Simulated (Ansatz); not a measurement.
The same ligand exchange along the group F, Cl, Br.

Gas-phase electronic energies from Ansatz, PBE0-D4/def2-TZVP geometries. CBS: MP2 limit from def2 TZ/QZ plus the TZ coupled-cluster correction, frozen cores. This one scheme is used for every species. For Br outer-core shells are correlated without core-valence functions, which leaves a few kJ/mol of doubt a bond. Scalar relativity is left out up to krypton. One conformer a species, not always the lowest.

```csv
reaction,HF/CBS(def2) (kcal/mol),CCSD/CBS(def2) (kcal/mol),CCSD(T)/CBS(def2) (kcal/mol)
`N[Si](N)(N)F` + NH₃ → `N[Si](N)(N)N` + H–F,28.4,24.2,23.6
`N[Si](N)(N)Cl` + NH₃ → `N[Si](N)(N)N` + HCl,12.4,12.1,12.2
`N[Si](N)(N)Br` + NH₃ → `N[Si](N)(N)N` + HBr,11.4,12.5,12.7
```

Largest T1 diagnostic: 0.010, for `N[Si](N)(N)F`.
